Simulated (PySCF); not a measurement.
# One molecule, many functionals

C3H3BrGeO.
Geometry (PBE0-D3(BJ)/def2-SVP, Å), atoms numbered from 1 in this order:
```xyz
9
C3H3BrGeO angstrom
O     -3.3696   -0.5613   -0.0243
C     -2.5103    0.2031   -0.3789
C     -1.0970    0.0089   -0.1168
C      0.0991   -0.1211    0.0848
Ge     1.9637   -0.3133    0.3821
Br     3.0042    1.4764   -0.6242
H     -2.7442    1.1356   -0.9475
H      2.4601   -1.5939   -0.2919
H      2.2523   -0.2511    1.8832
```

Linear-response calculations in the def2-SVPD basis (PySCF; singlets by full response, triplets Tamm–Dancoff, core orbitals frozen in the response; HF means time-dependent Hartree–Fock). 'Strongest' is the level of largest summed f among the singlets computed (10 roots, of which the last may lack a degenerate partner); it can jump between rows when another state enters that window. S1 is the lowest singlet of each run and needn't be the same state throughout; f(S1) is that of one state. Geometry: PBE0-D3(BJ)/def2-SVP; no solvent, vibrations or thermal averaging. The PBE/def2-SVPD calculation is non-relativistic and has no spin–orbit coupling, an omission that weighs most on bromine and germanium.

```tsv
functional	kind	S1 (eV)	f(S1)	strongest (eV)	T1 (eV)	HOMO (eV)	gap (eV)	ionisation energy, ΔSCF (eV)
PBE	GGA	3.34	0.000	5.28	2.78	-6.65	3.11	10.31
B3LYP	global hybrid, 20% exact exchange	3.66	0.000	6.56	3.09	-8.12	5.34	10.48
PBE0	global hybrid, 25% exact exchange	3.69	0.000	6.81	3.07	-8.40	5.82	10.46
BHandHLYP	global hybrid, 50% exact exchange	4.00	0.000	7.39	3.40	-9.73	8.27	10.75
CAM-B3LYP	range-separated hybrid	3.82	0.000	7.19	3.22	-9.89	8.48	10.62
wB97X-D	range-separated hybrid	3.82	0.000	7.26	3.27	-10.37	9.58	10.60
LC-wPBE	range-separated hybrid	3.86	0.000	7.81	3.21	-11.24	10.96	10.75
```

S1 runs from 3.34 eV (PBE) to 4.00 eV (BHandHLYP), a spread of 0.66 eV, while the orbital gap spreads over 7.8 eV. Along PBE (0%), B3LYP (20%), PBE0 (25%), BHandHLYP (50%) S1 rises with the share of exact exchange. −ε(HOMO) comes closest to its own ΔSCF ionisation energy with wB97X-D (-0.23 eV) and misses most with PBE (-3.66 eV).
